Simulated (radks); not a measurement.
Results of a calculation; reference values are marked as such.
All-electron atom: Dy60+ in [He] 2s2 2p2.

Level of theory: non-relativistic Kohn-Sham, LDA (Slater exchange, Perdew-Wang correlation), spin-unpolarised, spherical densities, point nucleus; relativity is left out, which matters for an element this heavy (a radial shooting solver on a logarithmic mesh with Libxc functionals).

Energy parts (Ry):
| part | energy |
|---|---|
| total | -12627.8462 |
| kinetic | 12626.5464 |
| electron-nucleus | -25688.0757 |
| Hartree | 561.4085 |
| exchange-correlation | -127.7254 |

Orbitals (lengths in bohr, moments of r in powers of bohr; r(90%) holds 90 % of the orbital's charge):
[
 {"orbital": "1s", "occ.": "2", "eigenvalue (Ry)": "-4126.854", "r(90%)": "0.0407"},
 {"orbital": "2s", "occ.": "2", "eigenvalue (Ry)": "-971.0173", "r(90%)": "0.143"},
 {"orbital": "2p", "occ.": "2", "eigenvalue (Ry)": "-956.4184", "r(90%)": "0.127"}
]

The highest occupied level is 2p at -13012.7 eV. For comparison, the ionisation energy in NIST's Atomic Spectra Database is 14144 eV (theoretical). In exact Kohn-Sham theory the highest level is minus the ionisation energy, but local and semilocal functionals leave it too shallow, through self-interaction and a potential that decays too fast; potentials with the right tail come closer. Summed over all electrons, <r^2> = 0.03706 bohr^2, which gives a Langevin (diamagnetic) susceptibility term of -0.0294 x 10^-6 cm^3/mol. Virial ratio -V/T = 2.00010. The density falls to 0.001 e/bohr^3 at r = 0.34 bohr. The electron density at the nucleus is 2.016e+05 e/bohr^3.

Beside tabulated values, note that spin-unpolarised runs miss the spin-polarisation part of the exchange energy of open shells.
